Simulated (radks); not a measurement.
The numbers below are computed, except where a source is named.
Question: The chromium ion Cr+, configuration [Ne] 3s2 3p4 3d7 (not the ground configuration). Level of theory: Dirac Kohn-Sham, PBE, spin-unpolarised, spherical densities, finite nucleus; open shells fill j = l - 1/2 first; Fermi nuclear charge, rms radius 3.6452 fm (a radial shooting solver on a logarithmic mesh with Libxc functionals). Some entries of the table are withheld. Estimate them.

orbital,occ.,eigenvalue (hartree),<r> (bohr),<r^2> (bohr^2)
1s1/2,2,-216.6955,0.06354,0.005429
2s1/2,2,-24.92158,0.2926,0.1012
2p1/2,2,-21.24540,(1),0.08167
2p3/2,4,-20.92588,(2),0.08336
3s1/2,2,-3.06269,(3),0.9322
3p1/2,2,-2.03729,(4),(5)
3p3/2,2,-1.99939,(6),(7)
3d3/2,4,(8),1.320,2.330
3d5/2,3,(9),1.326,2.353

Answer: 
(1) 2p1/2 <r> (bohr): 0.2574
(2) 2p3/2 <r> (bohr): 0.2603
(3) 3s1/2 <r> (bohr): 0.8984
(4) 3p1/2 <r> (bohr): 0.9530
(5) 3p1/2 <r^2> (bohr^2): 1.072
(6) 3p3/2 <r> (bohr): 0.9619
(7) 3p3/2 <r^2> (bohr^2): 1.092
(8) 3d3/2 eigenvalue (hartree): -0.42462
(9) 3d5/2 eigenvalue (hartree): -0.42138
